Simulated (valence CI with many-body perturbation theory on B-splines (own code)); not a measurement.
**Sn36+ in brief**

Calculated by relativistic CI+MBPT: four valence electrons over a frozen Dirac-Fock core [Ne], radial functions for each j: 11 s, 11 p, 9 d, 7 f, 5 g, 2 h, 1 i, with the one-electron correlation potential Σ1 (screened to all orders), the two-electron term Σ2, the three-electron term Σ3, Breit, model QED; selected single and double excitations, second order for the rest (own B-spline code, finite nucleus).

The last digits are not significant, and no measured levels were compared; by estimate large intervals hold to a few tenths of a per cent, small ones and those within an open d or f shell to about a per cent.

Levels are named by their leading jj configuration (3d3/2^4 stands for four electrons in 3d with j = 3/2), which in mixed levels can hold well under half, so a name can repeat and another be missing.

Rates and lifetimes use the calculated energies. Strong lines usually hold to 10 to 20 %, long lifetimes can be off by a factor of two.

Task: What is the ground level?

Result: (3s^2 3p1/2^2) J=0, composition 74 % 3s²3p² ³P + 25 % 3s²3p² ¹S.

Task: Among levels below 389.59 eV, which E1 lines absorb most strongly from the ground level?

Result: to (3s^2 3p1/2 3d3/2) J=1 at 6.041 nm, f = 0.570; to (3s 3p1/2^2 3p3/2) J=1 at 7.841 nm, f = 0.141; to (3s 3p1/2 3p3/2^2) J=1 at 5.750 nm, f = 0.100.

Task: What are the static dipole polarisabilities of the lowest levels?

Result: (3s^2 3p1/2^2) J=0 0.0170; (3s^2 3p1/2 3p3/2) J=1 0.0189 (tensor 0.00083); (3s^2 3p1/2 3p3/2) J=2 0.0188 (tensor 0.0013) bohr³, of which the core gives 0.000268.

Task: What is the ionisation energy?

Result: 2440.8 eV; NIST lists 2443 ± 5 eV (semi-empirical).

Task: Name the longest-lived excited levels whose lifetime is computed, and their main decay.

Result: (3s^2 3p1/2 3p3/2) J=2 at 55.79 eV lives 310 μs, mostly by E2 to (3s^2 3p1/2^2) J=0; (3s^2 3p3/2 3d5/2) J=4 at 253.39 eV lives 1.32 μs, mostly by M1 to (3s^2 3p1/2 3d5/2) J=3; (3s^2 3p1/2 3p3/2) J=1 at 50.04 eV lives 1.14 μs, mostly by M1 to (3s^2 3p1/2^2) J=0.

Task: How well does LS coupling describe the low levels?

Result: Among the lowest 20 levels the leading LS term, summed over configurations, holds 62 % on average. For single configurations the figures are 57 % in LS and 80 % in jj coupling. Terms mix most in the J = 2 level at 210.32 eV, where the leading one holds 31 %.

Task: Where does the other parity begin?

Result: At (3s 3p1/2^2 3p3/2) J=2, 140.02 eV.
